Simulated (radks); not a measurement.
Q: The mean radii <r> (bohr) of the occupied orbitals of an atom or ion are listed with their occupations. All-electron calculation, scalar-relativistic Kohn-Sham, PBE, spin-unpolarised, spherical densities, finite nucleus; Fermi nuclear charge, rms radius of each element as measured or else 0.836 A^(1/3) + 0.57 fm. Program: a radial shooting solver on a logarithmic mesh with Libxc functionals.

orbital  occ.      <r>
1s          2  0.01835
2s          2  0.07758
2p          6  0.06944
3s          2   0.2011
3p          6   0.2013
3d         10   0.1824
4s          2   0.4496
4p          6   0.4780
4d         10   0.5113
5s          2    1.064
5p          6    1.236
4f         14   0.6064
5d          3    1.756

Name the element and its charge.

A: Z = 74, tungsten, charge +3: W3+ in [Xe] 4f14 5d3. The 1s radius gives Z: for a bare nucleus <r> = (2 gamma + 1)/(2Z) with gamma = sqrt(1 - (Z/c)^2), 0.01813 bohr for Z = 74, and screening makes it slightly larger (0.01835 here). The occupations add up to 71, and the charge is Z minus that.
